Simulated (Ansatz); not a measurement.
Cr₂S₃, 5 atoms. Hardware: 4 threads of AMD EPYC 7R43 on a shared host.

Correlated methods freeze 25 core orbitals; core or outer-core shells of Cr are correlated, in sets that lack core-valence functions.

Task: How many basis functions does each of these Ansatz runs have, and roughly what does it cost? HF/STO-3G, charge 0 singlet, energy; PBE-D4/def2-TZVP, charge 0 singlet, energy and forces, from earlier orbitals; PBE-D4/def2-SVP, charge 0 singlet, energy, from earlier orbitals; ωB97X-V/def2-TZVP, charge 0 singlet, energy, from earlier orbitals; r2SCAN0-D4/def2-TZVP, charge 0 singlet, energy, from earlier orbitals; PBE0-D4/def2-TZVP, charge 0 singlet, energy, from earlier orbitals; CCSD(T)/def2-TZVP, charge 0 singlet, energy, from earlier orbitals; PBE0-D4/def2-SVP, charge 0 singlet, relaxation, 6 steps; r2SCAN-D4/def2-TZVP, charge 0 singlet, energy, from earlier orbitals; PBE0-D4/def2-SVP, charge 0 singlet, energy, from earlier orbitals; HF/def2-TZVP, charge 0 singlet, energy, from earlier orbitals.

Result: Other jobs shared the machine, so times can vary by a factor of up to 3. A dash marks memory too small to be measured apart from the calling script's.

| run | functions | fitting or Cholesky vectors | wall time | peak host memory (GiB) |
| --- | --- | --- | --- | --- |
| HF/STO-3G, charge 0 singlet, energy | 63 | 792 | 1 s | – |
| PBE-D4/def2-SVP, charge 0 singlet, energy, from earlier orbitals | 116 | 1409 | 3.5 s | – |
| PBE0-D4/def2-SVP, charge 0 singlet, energy, from earlier orbitals | 116 | 1184 | 4.9 s | – |
| PBE-D4/def2-TZVP, charge 0 singlet, energy and forces, from earlier orbitals | 201 | 1641 | 13 s | 0.6 |
| PBE0-D4/def2-SVP, charge 0 singlet, relaxation, 6 steps | 116 | 1328 | 27 s | – |
| r2SCAN0-D4/def2-TZVP, charge 0 singlet, energy, from earlier orbitals | 201 | 1791 | 27 s | 1.1 |
| r2SCAN-D4/def2-TZVP, charge 0 singlet, energy, from earlier orbitals | 201 | 1641 | 27 s | 0.66 |
| HF/def2-TZVP, charge 0 singlet, energy, from earlier orbitals | 201 | 2110 | 28 s | 1.1 |
| PBE0-D4/def2-TZVP, charge 0 singlet, energy, from earlier orbitals | 201 | 1791 | 39 s | 1.1 |
| ωB97X-V/def2-TZVP, charge 0 singlet, energy, from earlier orbitals | 201 | 1755 | 67 s | 1.3 |
| CCSD(T)/def2-TZVP, charge 0 singlet, energy, from earlier orbitals | 201 | 1493 | 5.7 min | 2.7 |
